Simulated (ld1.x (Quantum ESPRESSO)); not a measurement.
An all-electron radial function and its pseudo partner (gold)

Columns: radius, all-electron u(r) and pseudo u(r) of the 6p shell (level -1.25 eV) of gold in the configuration [Xe] 4f14 5d9 6s2 6p0; LDA (PZ), scalar-relativistic, RRKJ scheme, ld1.x (Quantum ESPRESSO) 7.5.

| r (bohr) | all-electron | pseudo |
| --- | --- | --- |
| 0.123 | -0.0806 | 0.0005 |
| 0.245 | 0.0550 | 0.0023 |
| 0.368 | 0.1149 | 0.0056 |
| 0.490 | 0.0144 | 0.0111 |
| 0.613 | -0.1068 | 0.0194 |
| 0.735 | -0.1797 | 0.0312 |
| 0.858 | -0.1967 | 0.0471 |
| 0.980 | -0.1705 | 0.0672 |
| 1.103 | -0.1168 | 0.0916 |
| 1.225 | -0.0500 | 0.1199 |
| 1.348 | 0.0219 | 0.1517 |
| 1.470 | 0.0921 | 0.1859 |
| 1.593 | 0.1583 | 0.2220 |
| 1.715 | 0.2180 | 0.2585 |
| 1.838 | 0.2715 | 0.2950 |
| 1.960 | 0.3177 | 0.3300 |
| 2.083 | 0.3579 | 0.3632 |
| 2.205 | 0.3918 | 0.3935 |
| 2.328 | 0.4204 | 0.4207 |
| 2.450 | 0.4438 | 0.4438 |
| 2.573 | 0.4630 | 0.4630 |
| 2.695 | 0.4780 | 0.4780 |
| 2.818 | 0.4896 | 0.4896 |
| 2.940 | 0.4979 | 0.4979 |
| 3.063 | 0.5036 | 0.5036 |
| 3.185 | 0.5067 | 0.5067 |

(1) How many radial nodes do the two functions have?

(2) At about which radius was the pseudo-wave matched?

(3) Is the pseudo-wave norm-conserving?

## Answers

(1) The all-electron 6p function has n − l − 1 = 4 (the table is too coarse to show those close to the nucleus); the pseudo-wave has 0, since the states of the same l below it are removed with the core.

(2) 2.45 bohr. The columns agree to 0.0005 from 2.33 bohr on; several derivatives are matched, so the curves merge somewhat inside the radius.

(3) Yes: the RRKJ scheme keeps the norm inside the radius equal to the all-electron one, which fixes the energy derivative of the logarithmic derivative at the level.
